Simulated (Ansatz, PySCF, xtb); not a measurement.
Diatomic AlCu, closed-shell singlet (the spin of the measured ground state). No spin–orbit coupling. Cu is treated without relativity.

Constants: fifth-degree fit in 1/R to seven points, most abundant isotopes. Runs in def2 and cc sets follow the lowest solution found near the PBE0 minimum. The singlet is held restricted. HF and MP2 rows in def2 and cc sets belong to the determinant that coupled cluster picked by its CCSD energy.

Run with Ansatz (a program for electronic structure); PySCF for LANL2DZ rows; xtb for the GFN methods. 

| level | r_e (Å) | ω_e (cm⁻¹) | α_e (cm⁻¹) | B_e (cm⁻¹) | D_e (eV) | dipole (D) |
|---|---|---|---|---|---|---|
| GFN2-xTB | 2.393 | 297 | 0.0013 | 0.156 | - | - |
| SVWN5/def2-TZVPP | 2.321 | 305 | 0.00099 | 0.166 | 2.93 | 0.79 |
| PBE/def2-TZVPP | 2.380 | 286 | 0.00096 | 0.158 | 2.45 | 0.63 |
| BP86/LANL2DZ | 2.433 | 274 | 0.00098 | 0.151 | - | 0.29 |
| r2SCAN/def2-TZVPP | 2.358 | 296 | 0.00095 | 0.161 | 2.30 | 0.22 |
| B97M-V/def2-TZVPP | 2.407 | 278 | 0.00092 | 0.154 | 2.43 | 0.53 |
| B3LYP/LANL2DZ | 2.458 | 262 | 0.00100 | 0.148 | - | 0.27 |
| B3LYP/def2-TZVPP | 2.410 | 269 | 0.00098 | 0.154 | 2.07 | 0.61 |
| PBE0/def2-TZVPP | 2.410 | 272 | 0.00094 | 0.154 | 2.00 | 0.09 |
| BHLYP/def2-TZVPP | 2.461 | 251 | 0.00091 | 0.147 | 1.64 | 0.02 |
| CAM-B3LYP/def2-TZVPP | 2.397 | 275 | 0.00094 | 0.155 | 1.93 | 0.17 |
| wB97X-V/def2-TZVPP | 2.413 | 276 | 0.00087 | 0.153 | 1.95 | 0.56 |
| wB97M-V/def2-TZVPP | 2.407 | 274 | 0.00093 | 0.154 | 2.17 | 0.12 |
| B2PLYP/def2-TZVPP | 2.379 | 283 | 0.00100 | 0.158 | - | - |
| MP2/def2-TZVPP | 2.335 | 299 | 0.0010 | 0.164 | - | - |
| MP2/def2-QZVPP | 2.306 | 302 | 0.0011 | 0.168 | - | - |
| SCS-MP2/def2-TZVPP | 2.373 | 282 | 0.0010 | 0.158 | - | - |
| SCS-MP2/def2-QZVPP | 2.344 | 284 | 0.0011 | 0.162 | - | - |
| CCSD/def2-TZVPP | 2.434 | 262 | 0.00091 | 0.151 | 1.75 | - |
| CCSD/def2-QZVPP | 2.412 | 261 | 0.00093 | 0.153 | 1.84 | - |
| CCSD(T)/def2-TZVPP | 2.391 | 278 | 0.00097 | 0.156 | 2.03 | - |
| CCSD(T)/def2-QZVPP | 2.370 | 278 | 0.0010 | 0.159 | 2.14 | - |
| CCSD(T)/CBS(def2-TZVPP, def2-QZVPP) | 2.362 | 280 | 0.0010 | 0.160 | - | - |

D_e counts from each atom's lowest state at the same level, without counterpoise or zero-point energy.

Correlated levels freeze the inner cores; with def2 sets outer-core shells near the valence are correlated too. CBS: X⁻³ extrapolation of the correlation energy, Hartree–Fock from the larger set. Rows in LANL2DZ carry no dispersion term and start afresh at each structure. LANL2DZ brings its own core potentials from Na on.

Doubts at one or more of the structures used: a restricted determinant that unrestricted orbitals would lower (MP2/def2-TZVPP, MP2/def2-QZVPP, SCS-MP2/def2-TZVPP, SCS-MP2/def2-QZVPP, CCSD/def2-TZVPP, CCSD/def2-QZVPP, CCSD(T)/def2-TZVPP, CCSD(T)/def2-QZVPP, CCSD(T)/CBS(def2-TZVPP, def2-QZVPP)).

Measured for the ground state: D_0 2.315 ± 0.012 eV (a handbook's tabulated 298 K bond energy less 3RT/2; such tables hold older values) [Luo, bond dissociation energies, CRC Handbook].
